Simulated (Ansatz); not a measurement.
`SB[SiH2][SbH2]` + H₂ → `[SiH3]BS` + `[SbH3]` at 500 K and 1 bar (hydrogenolysis of the Si–Sb bond).

Program: Ansatz. Geometries: PBE0-D4/def2-TZVP. ΔE: electronic, gas phase. CBS: MP2 limit from def2 TZ/QZ plus the TZ coupled-cluster correction, frozen cores. This one scheme is used for every species. def2 core potentials past Kr. For Sb outer-core shells are correlated without core-valence functions, which leaves a few kJ/mol of doubt a bond. One conformer a species, not always the lowest.

| species | CCSD(T)/CBS energy (Eh) | H − E (kJ/mol) | S (J/(mol·K)) |
| --- | --- | --- | --- |
| `SB[SiH2][SbH2]` | -955.28031 | 192.0 | 458.2 |
| H₂ | -1.17544 | 41.0 | 145.5 |
| `[SiH3]BS` | -714.65737 | 160.3 | 358.9 |
| `[SbH3]` | -241.78682 | 70.2 | 256.6 |

H − E and S are ideal-gas, rigid-rotor, harmonic terms from PBE0-D4/def2-TZVP, for one conformer and one mirror image of each species. For small species the MP2-based limit differs from directly extrapolated CCSD(T) by up to some mEh (0.8 for H₂); such offsets cancel only in part. 1 Eh = 2625.50 kJ/mol, R = 8.31446 J/(mol·K).

Task: By hand: ΔE, ΔH, ΔS and ΔG.

Result: ΔE = (-714.65737) + (-241.78682) − (-955.28031) − (-1.17544) = 0.01156 Eh = 30.4 kJ/mol. Δ(H − E) = 160.3 + 70.2 − 192.0 − 41.0 = -2.5, so ΔH = 27.9 kJ/mol. ΔS = 358.9 + 256.6 − 458.2 − 145.5 = 11.8 J/(mol·K). ΔG = 27.9 − 500 × (11.8)/1000 = 22.0 kJ/mol.

Task: By hand: the equilibrium constant, and the temperature at which ΔG would vanish if ΔH and ΔS stayed fixed.

Result: log₁₀ K = −ΔG/(RT ln 10) = -2.3. ΔG = 0 at ΔH/ΔS = 2364 K, though so small a ΔS makes that figure unsure.

The number of gas molecules stays the same, so ΔS is small and ΔH decides. A doubt of 5 kJ/mol in ΔE shifts log₁₀ K by 0.5 here. Other conformers and mirror images would add mixing entropy, several J/(mol·K) or more a flexible species. Modes under 60 cm⁻¹, often nearly free rotors, make the harmonic entropy too high. These are equilibria of isolated gas molecules and say nothing of rates. Largest T1 diagnostic: 0.015 (customary marks: 0.02 for closed shells, 0.045 for open ones).
